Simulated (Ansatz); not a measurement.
A structure relaxed at PBE-D4/def2-SVP in Ansatz, charge 0, singlet:

Cartesian coordinates in Å:
```
In -1.372 -0.928 -0.731
H -1.575 -2.598 -0.224
H -2.759 -0.072 -1.384
C 0.569 0.085 -0.485
C 0.742 0.701 0.911
H 0.646 0.864 -1.272
H 1.364 -0.663 -0.686
H 1.729 1.203 1.019
H -0.029 1.469 1.133
H 0.685 -0.060 1.718
```

**Question.** Give its formula, name or SMILES.

**Answer.** InH2Et (C₂H₇In).

**Question.** Summarise the bond lengths by kind (pairs closer than 1.2 times the sum of covalent radii, bridged metal pairs left out).

**Answer.** 1 × C–C 1.54 Å; 1 × C–In 2.20 Å; 5 × C–H 1.11 Å; 2 × H–In 1.76 Å.

In the def2 sets In takes a core potential; there is no spin–orbit coupling.
